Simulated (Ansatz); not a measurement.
Zn2H2Cl2⁺, that is (HZn-mu-Cl)2 with one electron fewer. Total charge 1; doublet. Geometry r2SCAN-D4/def2-SVP, that of the neutral singlet; atoms count from 1.

Cartesian coordinates in Å:
```
Zn -0.2201 1.1167 1.1520
H -0.4279 2.1691 2.2401
Cl 1.6422 -0.0067 0.3202
Zn 0.2201 -1.1166 -1.1521
H 0.4275 -2.1715 -2.2378
Cl -1.6418 0.0090 -0.3224
```

Question: Estimate the Mulliken populations from the PBE0/def2-TZVP orbitals of Ansatz.

Answer: 
```
atom  charge (e)  spin (α − β)  d electrons
 Zn1        0.54          0.07        10.04
  H2        0.14          0.30            –
 Cl3       -0.18          0.12            –
 Zn4        0.54          0.07        10.04
  H5        0.14          0.30            –
 Cl6       -0.18          0.12            –
```
Mulliken values and Mayer orders depend strongly on the basis.

Question: Where does the spin sit?

Answer: Summed by element: Zn 0.14, H 0.61, Cl 0.25, of 1 unpaired in all. Largest on single atoms: H2 0.30, H5 0.30, Cl6 0.12.

Question: And the Mayer bond orders between bonded heavy atoms (over 0.3)?

Answer: Zn1–Cl3 0.62 (2.33 Å); Zn1–Cl6 0.62 (2.33 Å); Cl3–Zn4 0.62 (2.33 Å); Zn4–Cl6 0.62 (2.33 Å).
